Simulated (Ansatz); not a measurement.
Two isomers of C4H7B: A = `CC1=C(C)B1`, B = `BC(C)=C=C`.

Program: Ansatz. Geometries: PBE0-D4/def2-TZVP. ΔE: electronic, gas phase. CBS: MP2 limit from def2 TZ/QZ plus the TZ coupled-cluster correction, frozen cores. Functionals use def2-TZVPP. B3LYP here is the variant with VWN-RPA as its local correlation; programs differ in this.

Problem. Which is lower in electronic energy at CCSD(T)/CBS, and by how much? (An estimate is asked.)

Solution. Ansatz gave: A, by 71.7 kJ/mol.

Problem. Give E(B) − E(A) in kJ/mol with B3LYP, PBE-D4, MP2/def2-TZVPP, r2SCAN-D4, ωB97M-V, PBE0-D4, CCSD(T)/def2-TZVPP. (Estimate.)

Solution. The calculation gave: B3LYP 62.7, PBE-D4 74.3, MP2/def2-TZVPP 82.3, r2SCAN-D4 76.0, ωB97M-V 79.5, PBE0-D4 87.6, CCSD(T)/def2-TZVPP 68.9. None reverses the order clearly.

Largest T1 diagnostic: 0.012.

From PBE to PBE0 (25 % exact exchange), in def2-TZVPP and without D4, E(B) − E(A) moves by +13.3 kJ/mol.
